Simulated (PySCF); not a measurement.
# How the method changes the constants of MoO⁻

State: ⁶Σ⁺ (sextet), unpaired electrons σ ↑, π ↑↑, δ ↑↑. Set-up: Mo def2-TZVPPD with ECP28, O def2-TZVPPD; scalar-relativistic core potentials (PySCF 2.14). De refers to Mo (4d5 5s1) + O⁻ in their high-spin ground configurations, without counterpoise correction. The functionals are run spin-unrestricted. A positive dipole points towards O; it is taken about the centre of mass and depends on that origin.

```
       Level  Re (Å)  ωe (cm⁻¹)  De (eV)  μ (D)  CPU s a point (SCF and correlation, without the integrals)
    ROHF-MP2   1.726        870      n/a    n/a                                                         2.4
ROHF-SCS-MP2   1.738        833      n/a    n/a                                                         n/a
   ROHF-CCSD   1.745        832      n/a    n/a                                                         n/a
ROHF-CCSD(T)   1.753        818      n/a    n/a                                                         170
         PBE   1.750        824     5.27  -1.34                                                         1.9
        TPSS   1.756        821     5.13  -1.45                                                         2.1
      r²SCAN   1.745        837     4.90  -1.54                                                           2
       M06-L   1.749        808      n/a  -1.21                                                          13
        PBE0   1.736        843     4.66  -1.67                                                         3.2
       B97-3   1.741        832     4.75  -1.63                                                         3.8
   BHandHLYP   1.745        831      n/a  -2.33                                                           2
      M06-2X   1.735        851     5.02  -1.75                                                         4.8
       ωB97X   1.736        839     4.88  -1.76                                                         3.4
```

(1) What does a quarter of exact exchange do here, going from PBE to PBE0?

(2) What does the step from GGA to meta-GGA do here, going from PBE to r²SCAN?

(3) What does the triples do here, going from ROHF-CCSD to ROHF-CCSD(T)?

Correlated steps freeze 1 core orbital. The metal atom is held in its measured ground configuration; semilocal functionals can put another filling of s and d lower by some tenths of an eV, and De to that atom would be smaller. Spin–orbit coupling is left out, which matters for elements this heavy, above all for dissociation energies. For an ion De counts to the pair picked by the measured ionisation energies or electron affinities, which need not be the lowest pair at this level. The highest Kohn–Sham level is positive in this anion. Much of that is self-interaction error, but it also means that the finite basis helps to hold the extra electron. The CCSD T1 diagnostic is raised, a sign that a single reference may not be enough here. The state is the lowest single determinant that the PBE0 search found; with open d or f shells the true ground state can be another one.

The whole job (state search and all levels along the bond) took about 18 min on 2 threads of Intel Xeon Platinum 8488C (shared host), peak memory 4.6 GiB.

## Answers

(1) PBE0 less PBE: -1.4 pm in Re, +2.3 % in ωe, -0.61 eV in De. Exact exchange removes part of the self-interaction that spreads semilocal densities, and in most molecules shortens and stiffens the bond and lowers De; so it does here.

(2) r²SCAN less PBE: -0.5 pm in Re, +1.6 % in ωe, -0.37 eV in De. 

(3) ROHF-CCSD(T) less ROHF-CCSD: +0.8 pm in Re, -1.7 % in ωe. Correlation nearly always deepens the well. The bond lengthens, as in strong covalent bonds, where excitations into antibonding orbitals dominate.
